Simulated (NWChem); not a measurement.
Molecule: ScHOCl2; SMILES [OH][Sc]([Cl])[Cl]

```xyz
5

Sc     0.3256    -0.0009     0.0000
Cl    -0.7879    -2.0039     0.0000
Cl    -0.7802     2.0063     0.0000
O      2.1366    -0.0047     0.0000
H      3.0957    -0.0082     0.0000
```
Atoms are numbered in this order, from 1.

All runs: NWChem. Pople sets run with spherical d functions. STO-3G and 3-21G are far too small for this property and stand as cheap habits. All runs use the structure optimised with PBE0/def2-SVP. B3LYP is NWChem's, with the RPA form of VWN correlation. GIAO values for the isolated, static molecule; σ is the absolute isotropic shielding, δ = σ(reference) − σ with the isolated reference molecule computed at the same levels (1H: tetramethylsilane, 17O: water).

```json
[
 {"level": "Hartree-Fock/STO-3G", "σ Sc1 (ppm)": "1218.3", "σ Cl2 (ppm)": "1161.9", "δ O4 (ppm)": "-0.9", "δ H5 (ppm)": "2.69"},
 {"level": "PBE/pcSseg-1", "σ Sc1 (ppm)": "334.5", "σ Cl2 (ppm)": "378.0", "δ O4 (ppm)": "287.5", "δ H5 (ppm)": "2.72"},
 {"level": "B3LYP/6-31G*", "σ Sc1 (ppm)": "(withheld)", "σ Cl2 (ppm)": "(withheld)", "δ O4 (ppm)": "(withheld)", "δ H5 (ppm)": "(withheld)"}
]
```

Question: Fill in the missing entries.

Answer: 
- B3LYP/6-31G*, σ Sc1 (ppm): 578.0
- B3LYP/6-31G*, σ Cl2 (ppm): 494.1
- B3LYP/6-31G*, δ O4 (ppm): 233.0
- B3LYP/6-31G*, δ H5 (ppm): 2.30
